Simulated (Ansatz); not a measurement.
Cost and result for the atomization energy of `N[Si](F)([SiH3])S` (11 atoms, 10 bonds).

```xyz
11

N     1.528    0.779    0.318
Si   -0.165    0.676    0.277
F    -0.903    2.026   -0.184
Si   -0.796   -1.031   -1.190
S    -0.884    0.435    2.270
H     2.085    0.663   -0.513
H     2.007    1.304    1.032
H    -2.255   -0.964   -1.461
H    -0.472   -2.345   -0.573
H    -0.057   -0.921   -2.479
H    -0.088   -0.623    2.504
```

The species carries charge 0 and has multiplicity 1. All single points use the PBE0-D4/def2-TZVP geometry. It is one conformer, not always the lowest. Program: Ansatz. All runs use 4 threads of an Arm Neoverse V1 on a shared host. Times are those of one run each, without the atoms' runs, and a repeat can differ threefold. Electronic energies, without spin–orbit coupling; frozen cores. CCSD(T)/CBS adds CCSD(T) − MP2 in def2-TZVPP to the MP2 limit, and its time is that of the two runs behind it. T1 = 0.012. B3LYP takes the VWN-RPA correlation (the form of Gaussian; ORCA's B3LYP/G).

CCSD(T)/CBS is a level of theory with its own doubt, some kJ/mol a heavy atom from the limit and from the frozen cores, so smaller differences don't rank the functionals.

```tsv
level	functions	wall time	atomization (kJ/mol)	difference from CCSD(T)/CBS	per bond
PBE-D4/def2-TZVPP (with forces)	272	3.4 s	3687.6	9.5	0.9
PBE0-D4/def2-TZVPP	272	4.6 s	3633.7	-44.4	-4.4
r2SCAN-D4/def2-TZVPP (with forces)	272	7 s	3663.9	-14.2	-1.4
B3LYP-D4/def2-TZVPP (with forces)	272	7 s	3660.4	-17.7	-1.8
B2PLYP/def2-TZVPP	272	7.5 s	3609.9	-68.2	-6.8
ωB97X-V/def2-TZVPP	272	11 s	3700.1	22.0	2.2
ωB97M-V/def2-TZVPP (with forces)	272	16 s	3682.8	4.7	0.5
MP2/def2-QZVPP	504	28 s	3666.4	-11.7	-1.2
CCSD(T)/def2-TZVPP	272	4 min	3555.2	-122.9	-12.3
CCSD(T)/CBS(def2)	–	4.4 min	3678.1	0.0	0.0
```

In def2-TZVPP, CCSD(T) changes the Hartree–Fock value by +919.2 kJ/mol (the triples alone add +51.2 kJ/mol) and MP2 by +956.6 kJ/mol; breaking electron pairs costs correlation energy, which Hartree–Fock lacks. From PBE to PBE0 (25 % exact exchange), in def2-TZVPP and without D4, the atomization energy moves by −49.7 kJ/mol: exact exchange takes away binding that semilocal exchange gives to molecules. The D4 term adds +46.8 kJ/mol with B3LYP and +24.7 kJ/mol with PBE0; it sums over pairs of atoms, weighted by their polarisabilities, and B3LYP, whose exchange is more repulsive, gets the larger term.
